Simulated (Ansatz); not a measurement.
Two isomers of C2H4FNOSi: A = `O[SiH]1C=C(F)N1`, B = `FC1N=C[SiH2]O1`.

Computed with Ansatz on PBE0-D4/def2-TZVP structures; ΔE is electronic, products minus reactants. CBS: MP2 limit from def2 TZ/QZ plus the TZ coupled-cluster correction, frozen cores. DFT in def2-TZVPP. Each species was taken in one conformer, which may not be the lowest.

Task: Which isomer does CCSD(T)/CBS put lower? Give the gap. (Estimate.)

Result: Computed: A, by 16.8 kcal/mol.

Task: Give E(B) − E(A) in kcal/mol with PBE0-D4, CCSD/def2-TZVPP, MP2/def2-TZVPP, ωB97M-V, HF/def2-TZVPP, CCSD(T)/def2-TZVPP, r2SCAN-D4. (An estimate is asked.)

Result: Ansatz gave: PBE0-D4 18.2, CCSD/def2-TZVPP 14.8, MP2/def2-TZVPP 19.1, ωB97M-V 17.4, HF/def2-TZVPP 11.7, CCSD(T)/def2-TZVPP 15.0, r2SCAN-D4 18.6. None reverses the order clearly.

Largest T1 diagnostic: 0.013.

In def2-TZVPP, CCSD(T) changes the Hartree–Fock value by +3.2 kcal/mol (the triples alone add +0.2 kcal/mol) and MP2 by +7.4 kcal/mol.
